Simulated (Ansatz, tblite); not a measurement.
Cost and result up the ladder for the cluster GeF₂⁺ (3 atoms). Total charge 1; doublet. Geometry: PBE-D4/def2-TZVP.

```xyz
3

Ge   -0.529   -0.113   -0.232
F     0.651    0.758   -1.106
F    -0.122   -0.645    1.338
```

Ansatz on 4 threads of Arm Neoverse V1 on a shared host; xTB runs through tblite on one thread. Times are rough, summed over both states, and most runs start from the orbitals of an earlier one. PBE-QIDH/def2-TZVP serves as the yardstick here, not as an exact answer. The other state is a quartet at its own geometry.

The xTB rows come from tblite. Correlated methods freeze 11 core orbitals; core or outer-core shells of Ge are correlated, in sets that lack core-valence functions. In CCSD on the charge 1 quartet the largest single amplitude is 0.27, so its Hartree–Fock determinant may place the open shell otherwise than the density functionals do. The structure comes from a short search, and lower isomers may exist.

Run but left out: HF/STO-3G, HF/def2-TZVP, HF/def2-TZVPP, MP2/def2-TZVP, MP2/def2-TZVPP (quartet: a determinant that CCSD turns far, T1 0.051).

Correlated methods converge slowly with the basis.

xTB has no spin-polarisation term.

```json
{"level": "PBE0-D4/def2-TZVP", "functions": "110", "quartet − doublet (eV)": "6.10", "difference from PBE-QIDH/def2-TZVP (eV)": "-0.44", "remarks": "–"}
{"level": "r2SCAN-D4/def2-TZVP", "functions": "110", "quartet − doublet (eV)": "5.87", "difference from PBE-QIDH/def2-TZVP (eV)": "-0.67", "remarks": "–"}
{"level": "B2PLYP/def2-TZVP", "functions": "110", "quartet − doublet (eV)": "6.45", "difference from PBE-QIDH/def2-TZVP (eV)": "-0.10", "remarks": "–"}
{"level": "GFN1-xTB", "functions": "17", "quartet − doublet (eV)": "6.42", "difference from PBE-QIDH/def2-TZVP (eV)": "-0.13", "remarks": "–"}
{"level": "PBE-D4/def2-TZVP (with forces)", "functions": "110", "quartet − doublet (eV)": "5.91", "difference from PBE-QIDH/def2-TZVP (eV)": "-0.63", "remarks": "–"}
{"level": "CAM-B3LYP-D4/def2-TZVP", "functions": "110", "quartet − doublet (eV)": "6.32", "difference from PBE-QIDH/def2-TZVP (eV)": "-0.22", "remarks": "–"}
{"level": "revPBE-D4/def2-TZVP", "functions": "110", "quartet − doublet (eV)": "5.80", "difference from PBE-QIDH/def2-TZVP (eV)": "-0.74", "remarks": "–"}
{"level": "RPA@PBE/def2-TZVP", "functions": "110", "quartet − doublet (eV)": "5.62", "difference from PBE-QIDH/def2-TZVP (eV)": "-0.92", "remarks": "–"}
{"level": "CCSD(T)/def2-TZVPP", "functions": "110", "quartet − doublet (eV)": "6.46", "difference from PBE-QIDH/def2-TZVP (eV)": "-0.08", "remarks": "large T1 (0.051) (quartet)"}
{"level": "PBE-QIDH/def2-TZVP", "functions": "110", "quartet − doublet (eV)": "6.54", "difference from PBE-QIDH/def2-TZVP (eV)": "0.00", "remarks": "–"}
{"level": "GFN2-xTB", "functions": "17", "quartet − doublet (eV)": "6.89", "difference from PBE-QIDH/def2-TZVP (eV)": "0.35", "remarks": "–"}
{"level": "ωB97X-V/def2-TZVP", "functions": "110", "quartet − doublet (eV)": "6.39", "difference from PBE-QIDH/def2-TZVP (eV)": "-0.15", "remarks": "–"}
```

Question: Estimate how long each takes.

Answer: GFN1-xTB 0.004 s; GFN2-xTB 0.004 s; PBE-D4/def2-TZVP (with forces) 1.9 s; revPBE-D4/def2-TZVP 1.9 s; RPA@PBE/def2-TZVP 2.8 s; CAM-B3LYP-D4/def2-TZVP 3.4 s; B2PLYP/def2-TZVP 3.8 s; PBE0-D4/def2-TZVP 4.2 s; r2SCAN-D4/def2-TZVP 4.5 s; PBE-QIDH/def2-TZVP 7 s; ωB97X-V/def2-TZVP 11 s; CCSD(T)/def2-TZVPP 21 s. On shared hardware such times vary by a factor of up to 3.
